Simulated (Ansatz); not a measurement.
One change: `CC(N)(N)[CH2][GaH2]` becomes `CC(N)N`.

Ansatz, PBE0-D4/def2-TZVP geometries, multiplicity 1. Each molecule was computed in one conformer, which needn't be the lowest.

Scalar relativity is left out up to krypton.

```
                                          property  `CC(N)(N)[CH2][GaH2]`
               LUMO energy (B3LYP/def2-TZVPP) / eV                  -0.01
                HOMO energy (PBE0/def2-TZVPP) / eV                  -6.94
             HOMO energy (ωB97M-V/def2-TZVPP) / eV                  -9.17
                 LUMO energy (PBE/def2-TZVPP) / eV                  -0.51
  size of the dipole moment (B3LYP/def2-TZVPP) / D                   4.08
size of the dipole moment (ωB97M-V/def2-TZVPP) / D                   4.06
```

Q: What does the change do to each property? (Estimate.)

A: The calculation gave: 
```
                                          property  `CC(N)N`  shift
               LUMO energy (B3LYP/def2-TZVPP) / eV      0.63   0.64
                HOMO energy (PBE0/def2-TZVPP) / eV     -6.75   0.19
             HOMO energy (ωB97M-V/def2-TZVPP) / eV     -9.16   0.01
                 LUMO energy (PBE/def2-TZVPP) / eV      0.18   0.69
  size of the dipole moment (B3LYP/def2-TZVPP) / D      1.30  -2.78
size of the dipole moment (ωB97M-V/def2-TZVPP) / D      1.33  -2.73
```

With PBE0 the HOMO rises by 0.19 eV and the LUMO rises by 0.70 eV, so the gap widens by about 0.51 eV. PBE moves the HOMO by 0.45 eV and ωB97M-V by 0.01 eV. Dipoles are sizes alone; their direction can turn.

B3LYP here is the variant with VWN-RPA as its local correlation; programs differ in this.
